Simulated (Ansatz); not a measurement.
`C[CH2][Sn][Br]` + H₂ → `[CH3][Sn][Br]` + CH₄ at 600 K and 1 bar (hydrogenolysis of a C–C bond).

Isolated molecules relaxed with PBE0-D4/def2-TZVP in Ansatz; ΔE leaves out vibrations. CCSD(T)/CBS adds triple-zeta CCSD(T) − MP2 to the extrapolated MP2 energy (def2 sets, frozen cores). This one scheme is used for every species. def2 core potentials past Kr. For Br, Sn outer-core shells are correlated without core-valence functions, which leaves a few kJ/mol of doubt a bond. Scalar relativity is left out up to krypton. Each species was taken in one conformer, which may not be the lowest.

| species | CCSD(T)/CBS energy (Eh) | H − E (kJ/mol) | S (J/(mol·K)) |
| --- | --- | --- | --- |
| `C[CH2][Sn][Br]` | -2866.51200 | 223.1 | 442.9 |
| H₂ | -1.17544 | 43.9 | 150.8 |
| `[CH3][Sn][Br]` | -2827.25518 | 134.5 | 390.4 |
| CH₄ | -40.46206 | 140.4 | 215.7 |

H − E and S are ideal-gas, rigid-rotor, harmonic terms from PBE0-D4/def2-TZVP, for one conformer and one mirror image of each species. For small species the MP2-based limit differs from directly extrapolated CCSD(T) by up to some mEh (0.8 for H₂); such offsets cancel only in part. 1 Eh = 2625.50 kJ/mol, R = 8.31446 J/(mol·K).

Question: By hand: ΔE, ΔH, ΔS and ΔG.

Answer: ΔE = (-2827.25518) + (-40.46206) − (-2866.51200) − (-1.17544) = -0.02980 Eh = -78.2 kJ/mol. Δ(H − E) = 134.5 + 140.4 − 223.1 − 43.9 = 7.9, so ΔH = -70.3 kJ/mol. ΔS = 390.4 + 215.7 − 442.9 − 150.8 = 12.4 J/(mol·K). ΔG = -70.3 − 600 × (12.4)/1000 = -77.7 kJ/mol.

Question: By hand: the equilibrium constant, and the temperature at which ΔG would vanish if ΔH and ΔS stayed fixed.

Answer: log₁₀ K = −ΔG/(RT ln 10) = 6.8. ΔH and −TΔS have one sign here, so there is no such temperature.

The number of gas molecules stays the same, so ΔS is small and ΔH decides. A doubt of 5 kJ/mol in ΔE shifts log₁₀ K by 0.4 here. Other conformers and mirror images would add mixing entropy, several J/(mol·K) or more a flexible species. Modes under 60 cm⁻¹, often nearly free rotors, make the harmonic entropy too high. These are equilibria of isolated gas molecules and say nothing of rates. Largest T1 diagnostic: 0.012 (customary marks: 0.02 for closed shells, 0.045 for open ones).

ΔS is within the doubt of such terms, so its sign, and with it that verdict, could turn.
